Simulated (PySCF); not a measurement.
Al(GeH3)(OH)2 (AlGeH₅O₂), SMILES [OH][Al]([OH])[GeH3]. Atoms are numbered in the order given.

```xyz
9

Al    -0.9747     0.1812     0.4122
Ge     1.2421    -0.2282    -0.5302
H      1.4701    -1.7279    -0.8110
H      1.4563     0.5264    -1.8565
H      2.3588     0.2158     0.4373
O     -1.3770    -0.6077     1.8647
H     -2.1857    -0.5699     2.3760
O     -2.0297     1.2329    -0.4094
H     -2.9205     1.4992    -0.1800
```
Charge 0, spin multiplicity 1.

The structure is a stationary point at PBE0-D3(BJ)/def2-SVP. The structure was generated by enumeration; whether it is a known compound was not checked. Other conformers were not sampled.

Method: HF/pcSseg-1 (PySCF).

GIAO shieldings, no solvent; atoms alike by connectivity are averaged. δ = σ(ref) − σ: ⁷³Ge against GeH4 (σ = 1776.1 ppm); ¹H against TMS (σ = 31.99 ppm); ¹⁷O against H2O (σ = 333.0 ppm), references at their B3LYP-D3(BJ)/def2-TZVP geometries, non-relativistic.

```tsv
atoms	nucleus	count	δ (ppm)
Ge2	⁷³Ge	1	?
H3, H4, H5	¹H	3	3.23
H7, H9	¹H	2	?
O6, O8	¹⁷O	2	29.3
```

Problem. Some entries are withheld; supply them. (An estimate is asked for; the answer gives what the named calculation found.)

Solution. 
- H7, H9, δ (ppm): 2.24
- Ge2, δ (ppm): -83.8
